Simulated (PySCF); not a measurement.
## Tm(III) with more and more SH

Computed with PySCF 2.14.0, PBE0, def2-SVP on the ligands, density fitting, scalar-relativistic core potentials, no spin-orbit coupling, vacuum. The metal has lcecp-1-SVP with ECP58. Each complex is relaxed within the symmetry of its template. Distances are means of the shortest metal–ligand contacts, charges and spins Mulliken's; removal energies are rigid, with the ligand's formal charge and no counterpoise, so too large; for an anion taken off a cation in vacuum most of it is the attraction of opposite charges, and multiply charged cations can part far more cheaply with an electron moved from ligand to metal. lcecp potentials hold a fixed number of 4f electrons in the core, out of states, spins and gaps.

```json
{"complex": "[Tm(SH)2]+", "point group": "C2, nearly C2v", "M–SH (Å)": "2.445", "charge on M (e)": "1.07", "dipole (D)": "–", "removal of one SH (eV)": "14.75", "strongest infrared band, degenerate modes summed (cm⁻¹)": "408", "unstable modes (below −25 cm⁻¹)": "0"}
{"complex": "[Tm(SH)4]−", "point group": "S4", "M–SH (Å)": "2.616", "charge on M (e)": "0.55", "dipole (D)": "–", "removal of one SH (eV)": "4.68", "strongest infrared band, degenerate modes summed (cm⁻¹)": "–", "unstable modes (below −25 cm⁻¹)": "not given"}
```

Task: What does the calculation give for Tm(SH)3?

Result: point group: C3, nearly planar, M–SH (Å): 2.543, charge on M (e): 0.81, dipole (D): 0.04, removal of one SH (eV): 9.31, strongest infrared band, degenerate modes summed (cm⁻¹): 318, unstable modes (below −25 cm⁻¹): 0.
```xyz
7

Tm    0.0000    0.0000    0.8554
S     2.5065   -0.4276    0.8783
H     2.8213    0.8897    0.9311
S    -0.8830    2.3845    0.8783
H    -2.1812    1.9984    0.9311
S    -1.6236   -1.9569    0.8783
H    -0.6401   -2.8882    0.9311
```

The more ligands, the longer each bond and the weaker the last ligand is held.

Moved off a saddle point of the template and relaxed again: Tm(SH)3, [Tm(SH)4]−. One start shape was tried for each, so a minimum needn't be the lowest isomer.
